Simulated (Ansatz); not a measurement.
SiAu3⁺, relaxed as a singlet with RKS PBE-D4/def2-SVP in Ansatz, starting from the GFN1-xTB geometry. Force threshold 0.02 eV/Å.

In the def2 sets Au takes a core potential; there is no spin–orbit coupling. The relaxation made no stability test and no search for a lower SCF solution. No other spin state of charge 1 was run. The structure comes from a short search, and lower isomers may exist.

Start:

```xyz
4

Au    1.8198   -0.1178    0.0013
Au   -1.7956    0.2249   -0.2260
Au   -0.1691   -0.6335    1.7462
Si    0.1449    0.5264   -1.5215
```

```json
{"step": "1", "energy (eV)": "-18949.5815", "largest force component (eV/Å)": "0.632", "SCF passes": "20"}
{"step": "2", "energy (eV)": "-18949.6302", "largest force component (eV/Å)": "0.209", "SCF passes": "29"}
{"step": "3", "energy (eV)": "-18949.6382", "largest force component (eV/Å)": "0.049", "SCF passes": "21"}
{"step": "4", "energy (eV)": "-18949.6413", "largest force component (eV/Å)": "0.039", "SCF passes": "20"}
{"step": "5", "energy (eV)": "-18949.6475", "largest force component (eV/Å)": "0.046", "SCF passes": "20"}
{"step": "6", "energy (eV)": "-18949.6593", "largest force component (eV/Å)": "0.092", "SCF passes": "21"}
{"step": "7", "energy (eV)": "-18949.7088", "largest force component (eV/Å)": "0.185", "SCF passes": "26"}
{"step": "8 (rejected)", "energy (eV)": "-18949.6737", "largest force component (eV/Å)": "0.940", "SCF passes": "26"}
{"step": "9", "energy (eV)": "-18949.7493", "largest force component (eV/Å)": "0.051", "SCF passes": "27"}
{"step": "10", "energy (eV)": "-18949.7499", "largest force component (eV/Å)": "0.043", "SCF passes": "22"}
{"step": "11", "energy (eV)": "-18949.7504", "largest force component (eV/Å)": "0.002", "SCF passes": "23"}
```

Force components are those of the run's own axes.

End:

Cartesian coordinates in Å:
```
Au 2.210 -0.150 -0.026
Au -2.178 0.266 -0.301
Au -0.128 -0.474 1.329
Si 0.097 0.358 -1.002
```

Bonds formed: Au3–Si4 (atoms count from 1). The end is the same structure that another start reached, the lowest one found.

No frequencies were taken in this run, so the end may be a saddle point.

It took 12 s on 4 threads of Arm Neoverse V2 on a shared host.
